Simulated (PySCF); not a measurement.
## Static response to an electric field

Species: C3H8FN3Si.
Numbering: `[N:1]#[C:2][CH2:3][CH2:4][NH:5][Si@H:6]([NH2:7])[F:8]` (hydrogens: H9, H10 on C3; H11, H12 on C4; H13 on N5; H14 on Si6; H15, H16 on N7)

Structure used (GFN2-xTB), in Å, numbered top down from 1:
```
atom  x, y, z in Å
N1    -2.098    1.891   -1.238
C2    -1.880    0.849   -0.817
C3    -1.569   -0.435   -0.255
C4    -1.026   -0.278    1.184
N5     0.148    0.551    1.264
Si6    1.703    0.035    0.755
N7     1.826   -0.229   -0.944
F8     1.884   -1.453    1.342
H9    -0.800   -0.906   -0.873
H10   -2.467   -1.057   -0.254
H11   -0.761   -1.269    1.558
H12   -1.808    0.142    1.825
H13   -0.072    1.528    1.151
H14    2.676    0.880    1.422
H15    1.639    0.536   -1.572
H16    2.598   -0.777   -1.293
```

Level: CAM-B3LYP/def2-SVPD (PySCF), static field, nuclei fixed, core orbitals frozen in the response. The polarisability tensor in these axes (au):

```
x   81.34 -2.58  3.40
y   -2.58 75.42 -4.26
z    3.40 -4.26 74.44
```

Q: Give the principal values, the mean and the anisotropy Δα = √{½[(α1 − α2)² + (α2 − α3)² + (α1 − α3)²]}.

A: Principal values 70.56, 76.00 and 84.64 au; mean 77.07 au = 11.42 Å³ = 12.71 × 10⁻⁴⁰ C²·m²/J; Δα = 12.29 au (16 % of the mean).

Q: What is the dipole moment, and where does it point?

A: (0.99, -1.37, -0.10) D, 1.69 D in size, pointing from the negative to the positive side. Measured along this direction, the outermost atoms are N1 at the negative end and H16 and F8 at the positive end.

Q: How large is μ²/3kT at 273 K beside α?

A: In Gaussian units μ²/3kT = 25.24 Å³ against 11.42 Å³, a ratio of 2.21; the Debye molar polarisation (4π/3)N_A(α + μ²/3kT) is 92.5 cm³/mol, leaving out the vibrational part.

Q: Traceless (Buckingham) quadrupole moment about the centre of nuclear charge: eigenvalues?

A: -26.05, 7.21, 18.84 D·Å. The values depend on the origin, since the dipole doesn't vanish. The electronic extent ⟨r²⟩ about the same centre is 1300 bohr², a root-mean-square distance of 2.28 Å for the 70 electrons.

Q: Molar refractivity from α?

A: Lorentz–Lorenz: R = (4π/3)N_A α = 2.5225 cm³/(mol·Å³) × 11.42 Å³ = 28.8 cm³/mol, in the limit of long wavelengths.

The structure is a single GFN2-xTB conformer in the gas phase; no vibrational or solvent corrections.
